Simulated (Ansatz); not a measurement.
AlCl, charge -1, doublet, geometry from GFN2-xTB (such geometries of metal compounds can be far from the true shape) (a state made from the parent by changing its charge; the spin is typed, not shown lowest) (a gas-phase anion, which may not be bound at this level); WB97X/def2-SVP (Ansatz, a program for electronic structure).

Ansatz was given this input:
Ansatz 0.2 input:
```yaml
crystal:
  periodic: [false, false, false]
  atoms:
    - {symbol: Al, position_ang: [-0.00000000, -0.00000000, -1.40501930]}
    - {symbol: Cl, position_ang: [0.00000000, 0.00000000, 1.07442652]}
basis:
  gaussian:
    orbitals: def2-SVP
hamiltonian:
  xc: {name: wB97X}
total_charge: -1
magnetization: {spin_polarized: true, initial_magnetization: 1}
```

It wrote (shortened):

```
Functional definition: wB97X
318 factors; integrals over basis functions are off by at most 7.0e-4 eV
99 factors; integrals over basis functions are off by at most 2.9e-5 eV
mean field evaluation 1: about -19113.6345 eV, gradient 9.1e0 eV
mean field evaluation 2: about -19114.0185 eV, gradient 5.2e0 eV
mean field evaluation 4: about -19114.1530 eV, gradient 2.4e-1 eV
mean field evaluation 8: about -19114.1670 eV, gradient 7.3e-3 eV
mean field evaluation 16: about -19114.1670 eV, gradient 5.2e-5 eV
mean field -19114.16699433 eV, -702.4326809938 hartree, gradient 5.2e-5 eV, S^2 0.754793; 0 other end points of the search recorded, 0 dependent functions left out
reference -19114.16697683 eV, -702.4326803510 hartree; 16, 15 occupied and 20, 21 virtual orbitals, 318 factors
Total energy: -19114.16697683 eV, -702.4326803510 hartree
```
